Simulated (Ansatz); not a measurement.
Process, species as SMILES: [C](F)Cl (closed-shell singlet) → C atom + Cl atom + F atom
B3LYP-D3(BJ)/def2-TZVP geometries, fixed; electronic energies without zero-point terms.

How fast the atomisation energy converges with the basis for several methods (Ansatz, an electronic-structure program): deviation from each method's own reference, in kcal/mol. References: B2PLYP 213.12 kcal/mol, the value in aug-cc-pV(5+d)Z; CCSD(T) 214.15 kcal/mol, Hartree-Fock in aug-cc-pV(Q+d)Z plus the correlation part extrapolated as X^-3 from aug-cc-pV(T+d)Z and aug-cc-pV(Q+d)Z; HF 122.45 kcal/mol, the value in aug-cc-pV(5+d)Z; MP2 225.21 kcal/mol, Hartree-Fock in aug-cc-pV(5+d)Z plus the correlation part extrapolated as X^-3 from aug-cc-pV(Q+d)Z and aug-cc-pV(5+d)Z; PBE 233.49 kcal/mol, the value in aug-cc-pV(5+d)Z; PBE0 216.79 kcal/mol, the value in aug-cc-pV(5+d)Z. All functions are spherical. In correlated methods cores are frozen. A restricted Hartree-Fock determinant is unstable towards unrestricted orbitals. Open shells are unrestricted. No added dispersion term, no relativity. A restricted B2PLYP determinant is unstable towards unrestricted orbitals. 

```csv
basis,functions,B2PLYP,CCSD(T),HF,MP2,PBE,PBE0
pcseg-0,31,-51.90,…,-50.09,-81.90,-34.25,-40.51
3-21G,31,-43.13,…,-42.37,-74.84,-23.68,-30.63
aug-pcseg-1,73,-8.45,…,-3.39,-20.15,-3.48,-3.51
pcseg-2,94,-2.85,…,-0.34,-9.21,-0.88,-0.90
"6-311++G(3df,3pd)",125,-0.76,…,1.25,-6.60,1.06,1.11
jun-cc-pV(T+d)Z,126,-2.62,…,-0.56,-8.80,-0.79,-0.74
aug-pcseg-2,142,-1.75,…,0.41,-6.97,-0.33,-0.18
def2-QZVPP,184,-1.10,…,-0.29,-4.45,-0.45,-0.42
```

Question: Complete the blanks.

Answer: 
- pcseg-0, CCSD(T): -72.28
- 3-21G, CCSD(T): -64.46
- aug-pcseg-1, CCSD(T): -19.01
- pcseg-2, CCSD(T): -8.18
- 6-311++G(3df,3pd), CCSD(T): -6.11
- jun-cc-pV(T+d)Z, CCSD(T): -8.50
- aug-pcseg-2, CCSD(T): -6.42
- def2-QZVPP, CCSD(T): -4.22

Mean absolute deviation over pcseg-2, 6-311++G(3df,3pd), jun-cc-pV(T+d)Z, aug-pcseg-2: HF 0.64, PBE0 0.74, PBE 0.77, B2PLYP 1.99, CCSD(T) 7.30, MP2 7.90 kcal/mol.
